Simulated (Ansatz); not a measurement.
One change: `N[Si](N)(O)[SiH3]` becomes `N[Si](N)([AlH2])[SiH3]`.

Ansatz, PBE0-D4/def2-TZVP geometries, multiplicity 1. Each molecule was computed in one conformer, which needn't be the lowest.

| property | `N[Si](N)(O)[SiH3]` |
| --- | --- |
| HOMO energy (B3LYP/def2-TZVPP) / eV | -6.95 |
| size of the dipole moment (B3LYP/def2-TZVPP) / D | 2.45 |
| size of the dipole moment (PBE/def2-TZVPP) / D | 2.50 |
| LUMO energy (B3LYP/def2-TZVPP) / eV | 0.33 |
| HOMO energy (ωB97M-V/def2-TZVPP) / eV | -9.32 |
| LUMO energy (PBE/def2-TZVPP) / eV | -0.27 |

Problem. What does the change do to each property? (Estimate.)

Solution. Ansatz gave: 
```csv
property,`N[Si](N)([AlH2])[SiH3]`,shift
HOMO energy (B3LYP/def2-TZVPP) / eV,-6.05,0.90
size of the dipole moment (B3LYP/def2-TZVPP) / D,1.48,-0.97
size of the dipole moment (PBE/def2-TZVPP) / D,1.61,-0.89
LUMO energy (B3LYP/def2-TZVPP) / eV,-2.16,-2.49
HOMO energy (ωB97M-V/def2-TZVPP) / eV,-8.20,1.12
LUMO energy (PBE/def2-TZVPP) / eV,-2.72,-2.45
```

With PBE0 the HOMO rises by 0.93 eV and the LUMO falls by 2.55 eV, so the gap narrows by about 3.48 eV. PBE moves the HOMO by 0.72 eV and ωB97M-V by 1.12 eV. Dipoles are sizes alone; their direction can turn.

B3LYP here is the variant with VWN-RPA as its local correlation; programs differ in this.
